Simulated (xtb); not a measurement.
GaH, SMILES [GaH] (connectivity only; charge and spin as stated), neutral, multiplicity 1. All values are semi-empirical tight-binding results from xtb (GFN2-xTB unless named), good for trends rather than for accurate numbers. Geometry optimised at GFN2-xTB.

For metal compounds this method's bond lengths and energies can be far off.

Question: Estimate the properties. (The exact figures need the calculation; the answer reports its results.)

Answer: 
| Quantity | Value |
|---|---|
| point group as xtb finds it | C∞v |
| orbital gap | 3.96 eV |
